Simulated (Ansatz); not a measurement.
Ansatz (a first-principles code) input (PBE/6-311+G**): A basis named .json is the Basis Set Exchange file of that set (core-valence sets with the plain set on hydrogen).

Ansatz 0.2 input:
```yaml
crystal:
  periodic: [false, false, false]
  atoms:
    - {symbol: H, position_ang: [0.00000000, 0.00000000, 0.00000000]}
basis:
  gaussian:
    orbitals: 6-311+G__.json
hamiltonian:
  xc: {name: PBE}
magnetization: {spin_polarized: true, initial_magnetization: 1}
scf: {lower_state_search: full}
```

Output:

```
Functional definition: PBE
integrals: 0.00 GiB planned
44 factors; their error is unknown
mean field: 0.04 GiB planned
mean field evaluation 1: about -13.5908 eV, gradient 5.6e-1 eV
mean field evaluation 2: about -13.5953 eV, gradient 9.0e-2 eV
mean field evaluation 4: about -13.5953 eV, gradient 1.2e-3 eV
mean field evaluation 8: about -13.5907 eV, gradient 5.6e-1 eV
mean field evaluation 16: about -13.5953 eV, gradient 1.2e-3 eV
mean field -13.59529945 eV, -0.4996180395 hartree, gradient 8.4e-6 eV, S^2 0.750000; 2 other end points of the search recorded, 0 dependent functions left out
reference -13.59531972 eV, -0.4996187846 hartree; 1, 0 occupied and 5, 6 virtual orbitals, 44 factors
Total energy: -13.59531972 eV, -0.4996187846 hartree
```
